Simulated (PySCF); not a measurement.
## Assigning NMR signals

Molfile (atoms numbered from 1):
```
C9H9P
     RDKit          3D

 19 19  0  0  0  0  0  0  0  0999 V2000
   -3.2959    1.8125    1.0140 C   0  0  0  0  0  0  0  0  0  0  0  0
   -2.2061    1.3048    0.8365 C   0  0  0  0  0  0  0  0  0  0  0  0
   -0.9227    0.7160    0.6439 C   0  0  0  0  0  0  0  0  0  0  0  0
    0.2124    0.8976    1.9689 P   0  0  0  0  0  0  0  0  0  0  0  0
    1.5874    0.0683    1.3304 C   0  0  0  0  0  0  0  0  0  0  0  0
    1.6803   -0.5540    0.0844 C   0  0  0  0  0  0  0  0  0  0  0  0
    2.9434   -1.2697   -0.3080 C   0  0  0  0  0  0  0  0  0  0  0  0
    0.5979   -0.5473   -0.8048 C   0  0  0  0  0  0  0  0  0  0  0  0
   -0.6442    0.0439   -0.5679 C   0  0  0  0  0  0  0  0  0  0  0  0
   -1.7101   -0.0320   -1.6222 C   0  0  0  0  0  0  0  0  0  0  0  0
   -4.2587    2.2593    1.1779 H   0  0  0  0  0  0  0  0  0  0  0  0
    2.4687    0.0358    1.9817 H   0  0  0  0  0  0  0  0  0  0  0  0
    2.8727   -2.3418   -0.0586 H   0  0  0  0  0  0  0  0  0  0  0  0
    3.1297   -1.1980   -1.3895 H   0  0  0  0  0  0  0  0  0  0  0  0
    3.8170   -0.8656    0.2222 H   0  0  0  0  0  0  0  0  0  0  0  0
    0.7348   -1.0462   -1.7692 H   0  0  0  0  0  0  0  0  0  0  0  0
   -1.3594   -0.5762   -2.5094 H   0  0  0  0  0  0  0  0  0  0  0  0
   -2.6091   -0.5351   -1.2334 H   0  0  0  0  0  0  0  0  0  0  0  0
   -2.0287    0.9759   -1.9306 H   0  0  0  0  0  0  0  0  0  0  0  0
  1  2  3  0
  2  3  1  0
  3  4  1  0
  4  5  2  0
  5  6  1  0
  6  7  1  0
  6  8  2  0
  8  9  1  0
  9 10  1  0
  9  3  2  0
  1 11  1  0
  5 12  1  0
  7 13  1  0
  7 14  1  0
  7 15  1  0
  8 16  1  0
 10 17  1  0
 10 18  1  0
 10 19  1  0
M  END
```

Theoretical values (PySCF 2.14.0 with density-fitted response routines): σ from GIAO-CAM-B3LYP/pcSseg-1, PBE0-D3(BJ)/def2-SVP geometry. Relativity neglected, equivalent nuclei averaged, in vacuum, single conformer.

References, each an isolated molecule treated in the same way: 13C (σref 182.45), 1H (σref 31.33) against TMS.

(1) Assign these signals to the numbered atoms. 13C{1H} NMR (computed): δ 166.0 (CH), 160.5 (C), 159.8 (C), 153.0 (C), 140.9 (CH), 100.6 (CH), 85.6 (C), 26.3 (CH3), 26.2 (CH3).

(2) Assign these signals to the numbered atoms. 1H NMR (500 MHz, computed): δ 8.39 (m, 1H), 7.22 (m, 1H), 4.02 (s, 1H), 2.56 (s, 3H), 2.46 (s, 3H).

Answers

(1) 
| δ (ppm) | atoms | environment | reason |
| --- | --- | --- | --- |
| 166.0 | C5 | aromatic CH | – |
| 160.5 | C3 | substituted aromatic carbon | – |
| 159.8 | C9 | substituted aromatic carbon | – |
| 153.0 | C6 | substituted aromatic carbon | – |
| 140.9 | C8 | aromatic CH | – |
| 100.6 | C1 | terminal alkyne carbon | sp carbons lie upfield of alkene carbons because the cylindrical π system leaves one tensor component strongly shielded |
| 85.6 | C2 | alkyne carbon | the triple bond shields along its axis, which puts it between sp3 and sp2 carbons |
| 26.3 | C7 | methyl carbon on an aromatic ring | a saturated carbon with 1 carbon neighbour and no heteroatom attached |
| 26.2 | C10 | methyl carbon on an aromatic ring | – |

C3 and C9; C7 and C10 lie closer than the usual error of such a calculation, so a measured spectrum could show them in the other order.

(2) 
| δ (ppm) | atoms | environment | reason |
| --- | --- | --- | --- |
| 8.39 | H12 | hydrogen on an aromatic CH | it sits in the deshielding region of the aromatic ring current |
| 7.22 | H16 | hydrogen on an aromatic CH | – |
| 4.02 | H11 | hydrogen on a terminal alkyne carbon | – |
| 2.56 | H17/H18/H19 | hydrogen on a methyl carbon on an aromatic ring | benzylic-type position, deshielded by the ring |
| 2.46 | H13/H14/H15 | hydrogen on a methyl carbon on an aromatic ring | – |

H17/H18/H19 and H13/H14/H15 lie closer than the usual error of such a calculation, so a measured spectrum could show them in the other order.

Splittings by 31P in the carbon and heteronuclear signals aren't shown, as no couplings were computed. Shifts are as computed, not scaled to solution data. Of 1313 compounds with measured shifts, 239 miss one by over three times the rms of a fit or turn the order of signals round; such compounds aren't used in these exercises. Multiplicities follow the n + 1 count of equivalent neighbours, as no J values were calculated; m marks all less simple cases, F and P coupling included.
